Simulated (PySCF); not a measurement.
CH$_{2}$NS, doublet, geometry from GFN2-xTB, atoms displaced at random by about 0.03 Å a coordinate. Base run: TPSS/6-31G, gradient (PySCF).

Here is a job for PySCF.
```python
from pyscf import gto, scf, dft

mol = gto.Mole()
mol.atom = '''
    N    -1.56922641   -0.01925177    0.03959738
    C    -0.45723528   -0.47391757   -0.03385497
    S     1.08690340    0.14823694    0.01254946
    H    -1.78189881    0.94127580    0.02960973
    H    -2.34112682   -0.63650578    0.08117628
'''
mol.basis = '6-31g'
mol.spin = 1
mol.verbose = 4
mol.build()

mf = dft.UKS(mol)
mf.xc = 'tpss'
mf.kernel()
g = mf.nuc_grad_method()
grad = g.kernel()
```

The coordinate followed is z of atom 3.

Variants of this job, named by their change:

```json
[
 {"change": "base", "dE/dx (Eh/bohr)": "0.003472", "net force (Eh/bohr)": "0.000017"},
 {"change": "conv_tol = 1e-11", "dE/dx (Eh/bohr)": "0.003472", "net force (Eh/bohr)": "0.000017"},
 {"change": "conv_tol = 1e-4", "dE/dx (Eh/bohr)": "0.003464", "net force (Eh/bohr)": "0.000017"},
 {"change": "finite difference step (bohr) = 1e-5; conv_tol = 1e-11", "dE/dx (Eh/bohr)": "0.003476", "net force (Eh/bohr)": "-"},
 {"change": "grids.level = 0; grid_response = on", "dE/dx (Eh/bohr)": "0.003762", "net force (Eh/bohr)": "0.000000"},
 {"change": "finite difference step (bohr) = 0.05; conv_tol = 1e-11", "dE/dx (Eh/bohr)": "0.003478", "net force (Eh/bohr)": "-"},
 {"change": "grids.level = 1; grid_response = off", "dE/dx (Eh/bohr)": "0.003529", "net force (Eh/bohr)": "0.000407"},
 {"change": "conv_tol = 1e-6", "dE/dx (Eh/bohr)": "0.003472", "net force (Eh/bohr)": "0.000017"},
 {"change": "grids.level = 5; grid_response = off", "dE/dx (Eh/bohr)": "0.003455", "net force (Eh/bohr)": "0.000003"},
 {"change": "finite difference step (bohr) = 1e-3; conv_tol = 1e-11", "dE/dx (Eh/bohr)": "0.003476", "net force (Eh/bohr)": "-"},
 {"change": "grids.level = 1; grid_response = on", "dE/dx (Eh/bohr)": "0.003452", "net force (Eh/bohr)": "0.000000"},
 {"change": "density fitting = on", "dE/dx (Eh/bohr)": "0.003471", "net force (Eh/bohr)": "0.000017"}
]
```

The net force is zero for an exact gradient.

Open shells are given as the SCF converged; they aren't shown to be the lowest states, and a large step between rows can be another state.
